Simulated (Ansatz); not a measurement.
Reaction (hydrogenolysis of a C–C bond): `C[CH](C)[MgH]` + H₂ → `C[CH2][MgH]` + CH₄

Gas-phase electronic energies from Ansatz, PBE0-D4/def2-TZVP geometries. CCSD(T)/CBS is the MP2 limit (def2-TZVPP, def2-QZVPP) plus CCSD(T) − MP2 in def2-TZVPP, frozen cores. This one scheme is used for every species. Functionals use def2-TZVPP. HSE06 is defined as in plane-wave codes. For Mg outer-core shells are correlated without core-valence functions, which leaves a few kJ/mol of doubt a bond.

```csv
level,ΔE (kJ/mol)
HSE06-D4,-81.0
MP2/def2-SVP,-75.5
```

(1) What does CCSD(T)/CBS give? (Best estimate.)

(2) What do rigid-rotor, harmonic-oscillator terms from PBE0-D4/def2-TZVP frequencies (298.15 K, 1 bar) make of the CCSD(T)/CBS value? (Best estimate.)

Largest T1 diagnostic among the species: 0.009.

Answers

(1) The calculation gave: -78.7 kJ/mol. The listed levels differ from it by -2.3, 3.2 kJ/mol.

(2) The calculation gave: ΔZPE = +16.9 kJ/mol, ΔH = -64.0 kJ/mol, ΔS = 24 J/(mol·K), ΔG = -71.2 kJ/mol.

The D4 term adds +9.1 kJ/mol with B3LYP and +4.9 kJ/mol with PBE0; it sums over pairs of atoms, weighted by their polarisabilities, and B3LYP, whose exchange is more repulsive, gets the larger term. In def2-TZVPP, CCSD(T) changes the Hartree–Fock value by +23.0 kJ/mol (the triples alone add +4.4 kJ/mol) and MP2 by +26.7 kJ/mol.

B3LYP here is the variant with VWN-RPA as its local correlation; programs differ in this.
